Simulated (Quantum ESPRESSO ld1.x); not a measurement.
Question: The mean radii <r> (bohr) of the occupied orbitals of an atom or ion are listed with their occupations. Calculated with ld1.x of Quantum ESPRESSO 7.5: Dirac Kohn-Sham, PW91, spin-unpolarised, spherical densities, point nucleus.

| orbital | occ. | <r> |
|---|---|---|
| 1s1/2 | 2 | 0.04860 |
| 2s1/2 | 2 | 0.2176 |
| 2p1/2 | 2 | 0.1883 |
| 2p3/2 | 4 | 0.1918 |
| 3s1/2 | 2 | 0.6469 |
| 3p1/2 | 2 | 0.6634 |
| 3p3/2 | 4 | 0.6735 |
| 3d3/2 | 4 | 0.7414 |
| 3d5/2 | 5 | 0.7456 |

Name the element and its charge. Open shells, if any, fill j = l - 1/2 first.

Answer: Z = 31, gallium, charge +4: Ga4+ in [Ar] 3d9. The 1s radius gives Z: for a bare nucleus <r> = (2 gamma + 1)/(2Z) with gamma = sqrt(1 - (Z/c)^2), 0.04755 bohr for Z = 31, and screening makes it slightly larger (0.04860 here). The occupations add up to 27, and the charge is Z minus that.
